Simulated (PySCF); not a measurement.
AsH5, SMILES [AsH5].

Coordinates come from a PBE0-D3(BJ)/def2-TZVP optimisation.

Two levels are set side by side: PBE/def2-TZVPD (PySCF) and HF/def2-TZVPD (PySCF). Same geometry, gas phase. Differences are taken from unrounded values.

| quantity | HF |
|---|---|
| orbital gap (eV) | 10.28 |
| highest occupied level (eV) | -8.67 |
| lowest empty level (eV) | 1.61 |
| mean polarisability (bohr³) | 39.4 |

**Question.** What does PBE give, and how far is it from HF? (Estimate from the structure and the level; the computed values follow.)

**Answer.** 
| quantity | PBE | PBE minus HF |
|---|---|---|
| orbital gap (eV) | 3.48 | -6.79 |
| highest occupied level (eV) | -4.99 | 3.68 |
| lowest empty level (eV) | -1.50 | -3.11 |
| mean polarisability (bohr³) | 43.1 | 3.8 |

Without exact exchange PBE keeps part of each electron's self-repulsion, which lifts occupied levels and narrows the gap. Loosely held outer electrons make PBE densities more polarisable. Differences between two approximate levels are no errors against the true value.

Rough cost on one machine, each run with all the roots and properties that it gave: HF against PBE about 1/4.
